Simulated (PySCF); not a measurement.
C4H9O, SMILES CC(C)(C)[O], multiplicity 2. Geometry: PBE-D3(BJ)/def2-SVP. The isomer is the one that the SMILES or the coordinates give; other isomers of the formula were not compared.

These are PBE-D3(BJ)/def2-SVP (PySCF 2.14.0) values and carry that method's errors.

Harmonic wavenumbers (cm⁻¹): 180, 246, 247, 312, 318, 394, 407, 422, 719, 853, 863, 907, 910, 962, 973, 1087, 1107, 1210, 1292, 1297, 1334, 1371, 1394, 1402, 1404, 1411, 1436, 2971, 2975, 2980, 3066, 3071, 3080, 3081, 3088, 3102. Rotational constants (GHz): 4.910, 4.894, 4.407; symmetry number 1.

Task: Work out the zero-point energy and the ideal-gas rigid-rotor harmonic-oscillator thermochemistry at 298.15 K and 1 atm.

Result: ZPE = ½ Σ hcν = ½ × 51872 cm⁻¹ = 310.26 kJ/mol. H − E(el) = 330.28 kJ/mol. Entropy in J/(mol K): translation 162.27, rotation 106.78, vibration 53.41, spin 5.76, total 328.23. G − E(el) = 232.42 kJ/mol. Cp = 111.09 J/(mol K).
